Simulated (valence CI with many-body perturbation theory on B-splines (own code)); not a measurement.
**E1 line list for Si II**

Computed by relativistic CI+MBPT: three valence electrons over a frozen Dirac-Fock core [Ne], radial functions for each j: 11 s, 11 p, 9 d, 7 f, 5 g, 2 h, 1 i, with the one-electron correlation potential Σ1, the two-electron term Σ2, the three-electron term Σ3, Breit, model QED; selected CI, second order for the rest (own B-spline code, finite nucleus).

Against 28 measured levels this calculation errs by 47 cm⁻¹ on average and by 124 at most. These come from a selection out of the NIST Handbook of Basic Atomic Spectroscopic Data. Levels without a partner in it may be off by more.

Lines 51 to 100 of 181 in falling wavelength, among levels below 114194 cm⁻¹, chosen from the strongest by gf and those to the six lowest levels. Wavelengths and rates use the calculated energies, so an error of 50 cm⁻¹ moves a line at 5103 Å by 0.26 % and its rate by three times that or more. Electric multipoles are in the length gauge, E1 and E2 with the static RPA response of the core. Weak lines are less certain than strong ones. Lines between different terms over intervals too small for the method are left out, as are lines whose strength nearly cancels. The highest levels of a list are the least certain.

Names give the largest LS component (configuration and term), which can be under half, so a name can repeat, a term be missing and a line seem to break the LS rules; names also repeat where a configuration has a term twice.

```csv
λ vac (Å),λ from measured levels,Upper,Lower,A (s⁻¹),S (a.u.) with core polarisation,S without
5103,5115,3s2 4f 2F°_5/2,3s 3p2 2P_3/2,1.75e+04,6.87e-03,6.87e-03
5058,5058,3s2 4d 2D_3/2,3s2 4p 2P°_3/2,2.40e+07,6.14e+00,6.15e+00
5058,5057,3s2 4d 2D_5/2,3s2 4p 2P°_3/2,1.44e+08,5.53e+01,5.53e+01
5051,5036,3s2 5p 2P°_1/2,3s 3p2 2P_3/2,4.76e+03,6.05e-04,5.83e-04
5045,5030,3s2 5p 2P°_3/2,3s 3p2 2P_3/2,3.86e+04,9.79e-03,9.60e-03
5043,5042,3s2 4d 2D_3/2,3s2 4p 2P°_1/2,1.21e+08,3.05e+01,3.05e+01
5000,4985,3s2 5p 2P°_1/2,3s 3p2 2P_1/2,2.45e+04,3.03e-03,2.96e-03
4994,4979,3s2 5p 2P°_3/2,3s 3p2 2P_1/2,9.02e+03,2.22e-03,2.17e-03
4124,4132,3s2 4f 2F°_7/2,3s2 3d 2D_5/2,1.54e+08,4.27e+01,4.26e+01
4124,4132,3s2 4f 2F°_5/2,3s2 3d 2D_5/2,1.03e+07,2.13e+00,2.13e+00
4121,4129,3s2 4f 2F°_5/2,3s2 3d 2D_3/2,1.44e+08,2.98e+01,2.98e+01
4087,4078,3s2 5p 2P°_1/2,3s2 3d 2D_3/2,4.72e+06,3.18e-01,3.19e-01
4086,4077,3s2 5p 2P°_3/2,3s2 3d 2D_5/2,4.16e+06,5.60e-01,5.62e-01
4083,4074,3s2 5p 2P°_3/2,3s2 3d 2D_3/2,4.56e+05,6.12e-02,6.14e-02
4061,4036,3s 3p 3d 2D°_3/2,3s 3p2 2P_3/2,2.34e+02,3.09e-05,2.31e-04
4054,4030,3s 3p 3d 2D°_5/2,3s 3p2 2P_3/2,3.73e+03,7.36e-04,3.15e-03
4028,4004,3s 3p 3d 2D°_3/2,3s 3p2 2P_1/2,2.63e+03,3.40e-04,1.61e-03
3852,3864,3s2 4p 2P°_1/2,3s 3p2 2D_3/2,4.32e+07,2.44e+00,2.42e+00
3846,3857,3s2 4p 2P°_3/2,3s 3p2 2D_5/2,3.90e+07,4.38e+00,4.35e+00
3844,3855,3s2 4p 2P°_3/2,3s 3p2 2D_3/2,4.33e+06,4.86e-01,4.83e-01
3687,3677,3s2 5p 2P°_1/2,3s 3p2 2S_1/2,5.84e+03,2.89e-04,2.96e-04
3684,3674,3s2 5p 2P°_3/2,3s 3p2 2S_1/2,7.63e+03,7.53e-04,7.67e-04
3415,3399,3s 3p 3d 2D°_3/2,3s2 3d 2D_5/2,1.47e+03,1.16e-04,2.08e-04
3414,3397,3s 3p 3d 2D°_3/2,3s2 3d 2D_3/2,1.07e+04,8.42e-04,1.58e-03
3411,3394,3s 3p 3d 2D°_5/2,3s2 3d 2D_5/2,1.34e+04,1.58e-03,2.83e-03
3409,3392,3s 3p 3d 2D°_5/2,3s2 3d 2D_3/2,1.75e+03,2.06e-04,3.41e-04
3359,3361,3s2 5f 2F°_5/2,3s 3p2 2P_3/2,2.66e+03,2.99e-04,2.96e-04
3344,,3s2 6s 2S_1/2,3s2 4p 2P°_3/2,3.44e+07,1.27e+00,1.27e+00
3341,,3s2 6p 2P°_1/2,3s 3p2 2P_3/2,1.28e+05,4.73e-03,4.67e-03
3339,,3s2 6p 2P°_3/2,3s 3p2 2P_3/2,4.21e+05,3.09e-02,3.06e-02
3337,,3s2 6s 2S_1/2,3s2 4p 2P°_1/2,1.73e+07,6.34e-01,6.32e-01
3319,,3s2 6p 2P°_1/2,3s 3p2 2P_1/2,3.31e+05,1.20e-02,1.18e-02
3318,3305,3s 3p 3d 4F°_3/2,3s 3p2 2P_3/2,3.24e+01,2.34e-06,2.06e-06
3317,,3s2 6p 2P°_3/2,3s 3p2 2P_1/2,9.21e+04,6.64e-03,6.57e-03
3295,3283,3s 3p 3d 4F°_3/2,3s 3p2 2P_1/2,1.31e+02,9.25e-06,7.93e-06
3214,3211,3s2 5d 2D_3/2,3s2 4p 2P°_3/2,6.65e+06,4.35e-01,4.36e-01
3214,3211,3s2 5d 2D_5/2,3s2 4p 2P°_3/2,3.98e+07,3.92e+00,3.92e+00
3207,3205,3s2 5d 2D_3/2,3s2 4p 2P°_1/2,3.35e+07,2.18e+00,2.19e+00
2905,2907,3s2 5f 2F°_7/2,3s2 3d 2D_5/2,3.81e+07,3.69e+00,3.67e+00
2905,2907,3s2 5f 2F°_5/2,3s2 3d 2D_5/2,2.55e+06,1.85e-01,1.84e-01
2903,2905,3s2 5f 2F°_5/2,3s2 3d 2D_3/2,3.57e+07,2.59e+00,2.58e+00
2890,,3s2 6p 2P°_3/2,3s2 3d 2D_5/2,6.50e+06,3.10e-01,3.10e-01
2890,,3s2 6p 2P°_1/2,3s2 3d 2D_3/2,7.43e+06,1.77e-01,1.77e-01
2889,,3s2 6p 2P°_3/2,3s2 3d 2D_3/2,7.00e+05,3.33e-02,3.33e-02
2874,2864,3s 3p 3d 4F°_3/2,3s2 3d 2D_5/2,2.42e+00,1.14e-07,1.12e-07
2873,2863,3s 3p 3d 4F°_3/2,3s2 3d 2D_3/2,4.18e+00,1.96e-07,1.95e-07
2684,,3s2 6p 2P°_1/2,3s 3p2 2S_1/2,9.06e+04,1.73e-03,1.69e-03
2683,,3s2 6p 2P°_3/2,3s 3p2 2S_1/2,6.50e+04,2.48e-03,2.42e-03
2669,2660,3s 3p 3d 4F°_3/2,3s 3p2 2S_1/2,1.14e+00,4.26e-08,3.98e-08
2614,2622,3s2 4p 2P°_3/2,3s 3p2 4P_5/2,4.92e+03,1.73e-04,1.72e-04
```
